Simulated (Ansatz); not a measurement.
Geometry optimisation, Ansatz 0.2.0, RKS PBE-D4/STO-3G.

Input:

```yaml
crystal:
  periodic: [false, false, false]
  atoms:
    - { symbol: C, position_ang: [0.4239, -2.5627, -0.3815] }
    - { symbol: O, position_ang: [-0.1266, -1.1884, -0.386] }
    - { symbol: C, position_ang: [0.9031, -0.2194, -0.5335] }
    - { symbol: Si, position_ang: [0.4909, 1.6042, -0.5098] }
    - { symbol: O, position_ang: [1.86344, 2.57838, -0.60041] }
    - { symbol: C, position_ang: [2.91919, 2.46187, 0.33545] }
    - { symbol: H, position_ang: [-0.4442, -3.1999, -0.2867] }
    - { symbol: H, position_ang: [0.9232, -2.7131, -1.3448] }
    - { symbol: H, position_ang: [1.0614, -2.6594, 0.4897] }
    - { symbol: H, position_ang: [1.4617, -0.4105, -1.44] }
    - { symbol: H, position_ang: [1.6382, -0.3702, 0.3211] }
    - { symbol: H, position_ang: [-0.43303, 1.99053, -1.54009] }
    - { symbol: H, position_ang: [-0.11798, 1.96271, 0.9002] }
    - { symbol: H, position_ang: [3.68998, 3.2489, 0.14931] }
    - { symbol: H, position_ang: [3.43228, 1.4644, 0.2338] }
    - { symbol: H, position_ang: [2.56651, 2.61559, 1.34311] }
basis:
  gaussian: { orbitals: STO-3G }
hamiltonian:
  xc: pbe
  dispersion: d4
relax:
  f_tol: 0.015
  max_steps: 40
```

Command:

```bash
$ ansatz run input.yaml --threads 1 --pin off --max-ram 2048MiB --backend cpu --events-out ev --progress --plain --runs-dir out
```

Where does it end, and by what steps?

The forces met the threshold. Limits of this set-up: minimal basis. After 7 steps the energy has fallen by 0.847 eV; H11 moved furthest, 0.25 Å.

| step | energy less start (eV) | largest force component (eV/Å) | accepted |
| --- | --- | --- | --- |
| 0 | 0.0000 | 3.620 | yes |
| 1 | -0.7580 | 0.820 | yes |
| 2 | -0.8235 | 0.311 | yes |
| 3 | -0.8428 | 0.129 | yes |
| 4 | -0.8450 | 0.079 | yes |
| 5 | -0.8468 | 0.070 | yes |
| 6 | -0.8469 | 0.017 | yes |
| 7 | -0.8470 | 0.004 | yes |

```xyz
16
Properties=species:S:1:pos:R:3
C 0.303 -2.499 -0.403
O -0.128 -1.090 -0.334
C 1.095 -0.265 -0.507
Si 0.557 1.566 -0.423
O 1.877 2.650 -0.753
C 2.865 2.554 0.330
H -0.612 -3.118 -0.275
H 0.775 -2.756 -1.386
H 1.032 -2.765 0.404
H 1.596 -0.484 -1.484
H 1.850 -0.497 0.287
H -0.418 1.846 -1.467
H -0.015 1.817 0.901
H 3.657 3.308 0.117
H 3.368 1.555 0.397
H 2.448 2.782 1.346
```

Whether the end is a true minimum wasn't checked by a vibrational analysis.

Time of the run: 25 s on 1 thread of Intel(R) Xeon(R) Platinum 8488C (Sapphire Rapids) (shared host), peak memory 0.15 GiB.
